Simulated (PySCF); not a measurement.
WN(NH2)3 (singlet state).
Bonds: W1–N2, W1–N3, W1–N6, W1–N9. Hydrogens: H4, H5 on N3; H7, H8 on N6; H10, H11 on N9.

Computed by this run: PBE0-D3(BJ)/def2-SVP geometry optimisation, gas phase, def2 core potentials past Kr in PySCF; density fitting, grid level 1; the optimiser is geomeTRIC in internal coordinates, started from a GFN2-xTB structure with every atom displaced at random (about 0.03 Å).

Step 0: E = -7873.6424 eV
```
atom  x, y, z in Å  |  force x, y, z in eV/Å
W1      0.0648   -0.0765    0.2655   -4.323   3.517   4.717
N2      0.0019   -0.0046    1.9946    0.617  -0.384  -3.833
N3      1.8745   -0.0321   -0.2007    6.929  -0.207   0.475
H4      2.8166   -0.0252    0.4749   -3.533   0.009  -2.081
H5      2.3138   -0.0569   -1.1578   -0.913  -0.006   0.996
N6     -0.9605    1.7003   -0.1599    1.542  -2.672   0.001
H7     -1.1207    2.0205   -1.1000   -0.059   0.146  -0.445
H8     -1.2737    2.3839    0.4988   -0.158   0.301   0.585
N9     -0.9979   -1.6464   -0.0834   -0.807  -1.872  -2.101
H10    -1.3889   -2.3375    0.5598    0.159   0.388   0.094
H11    -1.2318   -2.0111   -1.0609    0.546   0.780   1.592
```

**Question.** Estimate the geometry and energy of step 1. (The exact step hangs on the optimiser's Hessian estimate; all steps are aligned on step 0, rigid shifts and turns removed.)

**Answer.** E = -7874.4178 eV, largest force 4.689 eV/Å
```
atom  x, y, z in Å  |  force x, y, z in eV/Å
W1     -0.0051    0.0117    0.3020    1.640  -2.548  -3.579
N2      0.0217    0.0413    1.9102    0.096   0.205   4.048
N3      1.9198    0.0001   -0.2116   -0.304  -0.067  -0.161
H4      2.6858   -0.0016    0.4446    0.122   0.016   0.371
H5      2.3336   -0.0565   -1.1420   -0.341   0.040  -0.005
N6     -0.9107    1.5922   -0.1414   -1.120   2.155  -0.466
H7     -1.0774    1.9239   -1.0876   -0.054   0.028  -0.030
H8     -1.2269    2.2764    0.5361   -0.106   0.103  -0.050
N9     -1.0311   -1.6207   -0.0903    0.018  -0.161  -0.231
H10    -1.4139   -2.3078    0.5523    0.065   0.161   0.104
H11    -1.1976   -1.9444   -1.0415   -0.015   0.068  -0.001
```

The energy changes by -0.7754 eV. The first-order estimate −F·Δx gives -2.3551 eV and the mean of the old and new forces, exact on a quadratic surface, -0.5948 eV. The step makes an angle of 53° with the force vector and moves no atom by more than 0.136 Å.

What follows is the cost of the whole optimisation. Time: 1.9 min of wall time; peak memory 0.46 GiB. Hardware: one thread of an Arm Neoverse N1, on a shared host.
